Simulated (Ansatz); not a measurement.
Geometry optimisation, RKS B3LYP/def2-SVP (Ansatz 0.2.0).

input.yaml

```yaml
crystal:
  periodic: [false, false, false]
  atoms:
    - { symbol: Si, position_ang: [0.0095, 0.669, -1.0156] }
    - { symbol: "N", position_ang: [-0.6841, -0.032, 0.3335] }
    - { symbol: C, position_ang: [-0.2453, -0.2103, 1.579] }
    - { symbol: C, position_ang: [-0.4715, -1.261, 0.854] }
    - { symbol: H, position_ang: [1.3968, 0.3349, -1.1583] }
    - { symbol: H, position_ang: [-0.157, 2.202, -0.89] }
    - { symbol: H, position_ang: [-0.7391, 0.2498, -2.2295] }
    - { symbol: H, position_ang: [0.8268, 0.0188, 1.9368] }
    - { symbol: H, position_ang: [0.1524, -2.0175, 0.5731] }
basis:
  gaussian: { orbitals: def2-SVP }
hamiltonian:
  xc: b3lyp
relax:
  f_tol: 0.015
  max_steps: 40
output:
  orbitals: {}
```

Command:

```bash
$ ansatz run input.yaml --threads 1 --pin off --max-ram 2048MiB --backend cpu --events-out ev --progress --plain --runs-dir out
```

Where does it end, and by what steps?

It converged. After 8 steps the energy has fallen by 1.890 eV; H8 moved furthest, 0.58 Å.

| step | energy less start (eV) | largest force component (eV/Å) | accepted |
| --- | --- | --- | --- |
| 0 | 0.0000 | 5.837 | yes |
| 1 | -0.9955 | 2.171 | yes |
| 2 | -1.3932 | 1.194 | yes |
| 3 | -1.5743 | 3.829 | yes |
| 4 | -1.7750 | 1.766 | yes |
| 5 | -1.8693 | 0.334 | yes |
| 6 | -1.8821 | 0.265 | yes |
| 7 | -1.8892 | 0.044 | yes |
| 8 | -1.8896 | 0.013 | yes |

```xyz
9
Properties=species:S:1:pos:R:3
Si -0.005 0.765 -1.117
N -0.678 -0.011 0.323
C 0.165 -0.311 1.544
C -0.159 -1.333 0.842
H 1.455 0.486 -1.351
H -0.196 2.236 -0.974
H -0.781 0.286 -2.298
H 0.557 0.222 2.403
H -0.269 -2.386 0.612
```

Whether the end is a true minimum wasn't checked by a vibrational analysis.

Time of the run: 87 s on 1 thread of AMD EPYC (Zen 3) (shared host), peak memory 0.17 GiB.
